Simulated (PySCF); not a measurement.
UHF on Ru⁺ (ruthenium, charge +1)

Configuration: [Kr] 4d6 5p1, one real determinant (an excited configuration). Computed with PySCF 2.14 in aug-cc-pVTZ-PP with ECP28MDF (6s6p5d3f2g, 88 functions), with scalar relativity through the core potential.

| Quantity | Value |
| --- | --- |
| Total energy | -93.412170 hartree |
| One-electron energy | -157.7523 hartree |
| Hartree (Coulomb) energy | 73.5578 hartree |
| Exchange energy | -9.2177 hartree |
| ⟨S²⟩ | 8.7534 |
| ⟨L²⟩ | 8.061 |
| Sum of ⟨r⟩ | 21.95 bohr |
| Sum of ⟨r²⟩ | 43.87 bohr² |
| Traceless quadrupole moment −½Σ⟨3z² − r²⟩ along its main axis | -5.90 e·bohr² |

```csv
shell,electrons,mean orbital energy (hartree),spread (hartree),"rms radius, mean of both spins (bohr)"
4s α,1,-4.04113,0,1.10
4s β,1,-3.77954,0,1.10
4p α,3,-2.77353,0.05494,1.21
4p β,3,-2.44238,0.05902,1.21
4d α,5,-0.89436,0.05854,1.67
4d β,1,-0.75340,0,1.67
5p α,1,-0.37848,0,3.99
```

⟨L²⟩ = 8.06 against 12 for a pure F term, so this real determinant mixes terms. Energies and moments cover only the electrons outside the core potential.
